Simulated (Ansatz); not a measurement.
`[SiH3]OC[TeH]` + PH₃ → `P[TeH]` + `CO[SiH3]`  (ligand exchange at a Te–C bond)

Program: Ansatz. Geometries: PBE0-D4/def2-TZVP. ΔE: electronic, gas phase. CCSD(T)/CBS adds triple-zeta CCSD(T) − MP2 to the extrapolated MP2 energy (def2 sets, frozen cores). This one scheme is used for every species. Functionals use def2-TZVPP. B3LYP here is the variant with VWN-RPA as its local correlation; programs differ in this. def2 core potentials past Kr. For Te outer-core shells are correlated without core-valence functions, which leaves a few kJ/mol of doubt a bond. Each species was taken in one conformer, which may not be the lowest.

```csv
level,ΔE (kJ/mol),difference from CCSD(T)/CBS
PBE-D4,-62.9,0.4
r2SCAN-D4,-65.3,-2.0
PBE0-D4,-68.1,-4.8
B3LYP-D4,-64.0,-0.7
ωB97X-V,-65.0,-1.7
ωB97M-V,-65.1,-1.8
B2PLYP,-66.9,-3.6
PBE,-66.7,-3.4
r2SCAN,-66.4,-3.1
PBE0,-71.6,-8.3
B3LYP,-70.1,-6.8
HF/def2-TZVPP,-79.7,-16.4
MP2/def2-TZVPP,-62.1,1.2
SCS-MP2/def2-TZVPP,-62.8,0.5
CCSD/def2-TZVPP,-62.4,0.9
CCSD(T)/def2-TZVPP,-59.5,3.8
HF/def2-QZVPP,-80.2,-16.9
MP2/def2-QZVPP,-64.4,-1.1
SCS-MP2/def2-QZVPP,-65.2,-1.9
HF/CBS(def2),-80.3,-17.0
MP2/CBS(def2),-65.9,-2.6
CCSD/CBS(def2),-66.2,-2.9
CCSD(T)/CBS,-63.3,0
```

Largest T1 diagnostic among the species: 0.013.

From PBE to PBE0 (25 % exact exchange), in def2-TZVPP and without D4, ΔE moves by −5.0 kJ/mol. The D4 term adds +6.1 kJ/mol with B3LYP and +3.5 kJ/mol with PBE0; it sums over pairs of atoms, weighted by their polarisabilities, and B3LYP, whose exchange is more repulsive, gets the larger term.
